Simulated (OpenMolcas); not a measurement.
## Ta4+: moving or changing the point charges

Ta4+ among 6 point charges of -1.5 e arranged as an octahedron (Oh), 1.89 Å from the ion.
```
   1.8900    0.0000    0.0000  -1.50
   0.0000    1.8900    0.0000  -1.50
  -1.8900    0.0000    0.0000  -1.50
   0.0000   -1.8900    0.0000  -1.50
   0.0000    0.0000    1.8900  -1.50
   0.0000    0.0000   -1.8900  -1.50
```

| Property | Result |
| --- | --- |
| Program | OpenMolcas 26.06 |
| Method | SS-CASPT2, IPEA 0.25 Eh, imaginary shift 0.1 Eh (closed shells correlated: 4f 5s 5p) |
| Basis | ANO-RCC-VDZP [7s6p4d2f1g] |
| Scalar Hamiltonian | DKH2, point nucleus |
| Active space | 1 electron in 5 orbitals (5d) |
| State averaging | 2S+1 = 2 even, 5 roots |
| Spin-orbit coupling | state interaction with AMFI integrals over the reference wave functions |

Runs around this geometry, states (labels of O, the rotations of Oh). Energies in cm-1 above the lowest state or level, χT in cm3 K/mol; under a threefold ground state the first gap can be a small split of the lowest multiplet, not the spin-orbit step; 10Dq is the gap between the two states.

```tsv
R (Å)	q (e)	Ground state	First state of that spin	10Dq	First gap with spin-orbit (degeneracies)	χT at 300 K
1.89	-0.98	2T2	2E 12480	12479	5200 (4, 2)	0.121
1.89	-1.5	2T2	2E 19820	19815	4430 (4, 2)	0.079
2.04	-1.5	2T2	2E 14150	14147	5020 (4, 2)	0.108
```

Taking |10Dq| as R^-n, n = -ln(14147 / 19815) / ln(2.04 / 1.89) = 4.4 between the shortest and longest distance. The point-charge formula for a cubic d site gives n = 5.

Scaling the charges by -0.98 / -1.5 = 0.65 scales |10Dq| by 12479 / 19815 = 0.63; with fixed orbitals a first-order splitting would follow the charge.

Roots that are degenerate in the reference are averaged as groups; the widest CASPT2 spread within a group is 70 cm-1 (the 3-fold group of multiplicity 2 near 0 cm-1 above the lowest state of its run, R = 2.04, q = -1.5). Shifts and gaps below about the spread of the groups concerned are not significant. An orbital triplet at a regular site is open to Jahn-Teller coupling, which can distort the site and quench the lowest spin-orbit gaps and is left out. Free-ion shares, where given, are those of the reference states; single-state CASPT2 does not remix them. This field is weak: 10Dq is about 12479 cm-1, while octahedral complexes of 5d ions of charge 3 and more, computed by the same method with explicit ligands, had a median near 35000 cm-1. Ground spin and moment need not be those of a real site (figures for R = 1.89, q = -0.98; the like holds for R = 1.89, q = -1.5, R = 2.04, q = -1.5). Point charges carry no covalency, so the field is a model and not that of real ligands. No measured value stands beside these numbers.
